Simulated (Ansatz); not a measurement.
C3H7N, SMILES `C=C(C)N` (charge 0, multiplicity 1).

All values below come from B3LYP/cc-pVTZ // PBE0-D3(BJ)/def2-TZVP in Ansatz (a quantum-chemistry and plane-wave program).

Ansatz 0.2 input:
```yaml
crystal:
  periodic: [false, false, false]
  atoms:
    - { symbol: C, position_ang: [-0.723025, -1.06323, -0.864093] }
    - { symbol: C, position_ang: [0.053946, -0.179589, -0.231473] }
    - { symbol: C, position_ang: [-0.411638, 1.195522, 0.122753] }
    - { symbol: N, position_ang: [1.380413, -0.420919, 0.097337] }
    - { symbol: H, position_ang: [-1.724314, -0.794146, -1.168367] }
    - { symbol: H, position_ang: [-0.370703, -2.057973, -1.112437] }
    - { symbol: H, position_ang: [-0.36435, 1.3544, 1.20575] }
    - { symbol: H, position_ang: [-1.438838, 1.355562, -0.199887] }
    - { symbol: H, position_ang: [0.227388, 1.949691, -0.345547] }
    - { symbol: H, position_ang: [1.709334, 0.048588, 0.925861] }
    - { symbol: H, position_ang: [1.661785, -1.387907, 0.068864] }
basis:
  gaussian: { orbitals: cc-pVTZ }
hamiltonian:
  xc: b3lyp
```

Output:

```
Functional definition: B3LYP
1087 factors; their error is unknown
mean field evaluation 1: about -4705.5321 eV, gradient 7.2e1 eV
mean field evaluation 2: about -4699.5811 eV, gradient 8.5e1 eV
mean field evaluation 4: about -4716.7229 eV, gradient 6.7e0 eV
mean field evaluation 8: about -4716.8248 eV, gradient 3.7e-2 eV
mean field evaluation 16: about -4716.8133 eV, gradient 1.8e-5 eV
mean field -4716.81328871 eV, -173.3396911894 hartree, gradient 1.8e-5 eV, S^2 0.000000; 0 other end points of the search recorded, 0 dependent functions left out
reference -4716.81353657 eV, -173.3397002977 hartree; 16, 16 occupied and 202, 202 virtual orbitals, 1087 factors
Total energy: -4716.81353657 eV, -173.3397002977 hartree
```
